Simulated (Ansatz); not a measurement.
System: iminoborane, sum formula BNH$_{2}$, charge 0, multiplicity 1. 
Structure (B3LYP-D3(BJ)/def2-TZVP (Ansatz, a program for electronic structure) minimum search):
```xyz
4

B      0.0000     0.0000    -0.6920
N      0.0000     0.0000     0.5409
H      0.0000     0.0000    -1.8589
H      0.0000     0.0000     1.5327
```
Charge 0, spin multiplicity 1.

Wanted: vertical ionisation energy (to the doublet state of charge +1; each state is the SCF solution reached for its spin), in eV. Valence correlation only, unless marked. UHF or UKS for open shells. Spin-orbit coupling is left out. No relativistic terms. CBS marks a two-point X^-3 extrapolation of the correlation energy; Hartree-Fock from the larger set.

```tsv
level	program	vertical ionisation energy (eV)
SVWN5/def2-TZVPD	Ansatz	11.91
PBE/def2-TZVPD	Ansatz	11.53
r2SCAN/def2-TZVPD	Ansatz	[?]
B3LYP/def2-TZVPD	Ansatz	[?]
PBE0/def2-TZVPD	Ansatz	11.32
BHLYP/def2-TZVPD	Ansatz	[?]
CAM-B3LYP/def2-TZVPD	Ansatz	11.40
wB97M-V/def2-TZVPD	Ansatz	11.35
wB97X-V/def2-TZVPD	Ansatz	[?]
CCSD/aug-cc-pVDZ	Ansatz	11.22
CCSD/def2-SVPD	Ansatz	11.27
CCSD/aug-cc-pVTZ	Ansatz	11.29
CCSD/def2-TZVPPD	Ansatz	11.27
CCSD/def2-QZVPPD	Ansatz	11.31
CCSD(T)/CBS(def2-TZVPPD,def2-QZVPPD)	Ansatz	11.53
```

Question: What belongs in the gaps?

Answer: 
- r2SCAN/def2-TZVPD, vertical ionisation energy (eV): 11.30
- B3LYP/def2-TZVPD, vertical ionisation energy (eV): 11.43
- BHLYP/def2-TZVPD, vertical ionisation energy (eV): 11.01
- wB97X-V/def2-TZVPD, vertical ionisation energy (eV): 11.34
